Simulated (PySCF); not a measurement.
Magnetic shielding above rings: a mixed set.

Probes without a nucleus sit at each ring's centroid and 1 Å off its mean plane on both sides; NICS is minus the shielding there, NICSzz its component along the normal. Level: GIAO PBE0/pcSseg-1 (PySCF, non-relativistic, gas phase) on the GFN2-xTB geometries, one conformer each. Atom numbers follow the mapped SMILES.

Problem. Order these rings by mean NICS(1)zz, lowest (most negative) first (ppm).
A. ring N6–C7–C8–C9–C10 in `[CH2:1]=[C:2]=[CH:3][C:4]#[C:5][n:6]1[cH:7][cH:8][cH:9][cH:10]1`
B. ring C4–Si5–N6–Si7 in `[CH2:1]=[CH:2][SiH2:3][CH:4]1[SiH2:5][NH:6][SiH2:7]1`
C. ring C3–C4–N5–S6–C7 in `[O:1]=[CH:2][c:3]1[cH:4][n:5][s:6][cH:7]1`
D. ring C3–C4–C5–C6–C9–C10 in `[H]/[N:8]=[CH:7]/[c:6]1[cH:5][cH:4][c:3]([C:2]#[CH:1])[cH:10][cH:9]1`
E. ring Si4–N5–Si6–C7–Si8 in `[CH3:1][CH:2]([CH3:3])[Si@H:4]1[NH:5][SiH2:6][CH2:7][SiH2:8]1`
F. ring C2–C3–C4–C8 in `[F:1][C@H:2]1[CH2:3][C@H:4]([SiH2:5][SiH2:6][PH2:7])[CH2:8]1`

Solution. C (-29.0), A (-27.1), D (-25.6), E (-1.2), F (0.0), B (2.6).

| SMILES | ring | NICS(0) | NICS(1) | NICS(1)zz | HOMA | rms pucker (Å) | ring atoms with four or more neighbours |
| --- | --- | --- | --- | --- | --- | --- | --- |
| O=Cc1cnsc1 | 5-membered ring with N and S; formal bonds all aromatic | -12.1 | -11.9 | -29.0 | – | 0.00 | 0 |
| C=C=CC#Cn1cccc1 | 5-membered ring with N; formal bonds all aromatic | -13.5 | -10.4 | -27.1 | 0.86 | 0.00 | 0 |
| [H]/N=C/c1ccc(C#C)cc1 | 6-membered carbocycle; formal bonds all aromatic | -7.7 | -10.6 | -25.6 | 0.98 | 0.00 | 0 |
| CC(C)[Si@H]1N[SiH2]C[SiH2]1 | 5-membered ring with N and 3 Si; formal bonds all single | -4.8 | -2.9 | -1.2 | – | 0.05 | 4 |
| F[C@H]1C[C@H]([SiH2][SiH2]P)C1 | 4-membered carbocycle; formal bonds all single | -1.4 | -1.2 | 0.0 | – | 0.08 | 4 |
| C=C[SiH2]C1[SiH2]N[SiH2]1 | 4-membered ring with N and 2 Si; formal bonds all single | -4.7 | -1.5 | 2.6 | – | 0.01 | 3 |

NICS(0) gives another order. The isotropic NICS(1) gives another order. HOMA uses Krygowski's 1993 parameters; it is left out where a ring has a four-coordinate atom, a triple bond, no multiple bond or a kind of bond without parameters. NICS(1) and NICS(1)zz are means over the two faces.
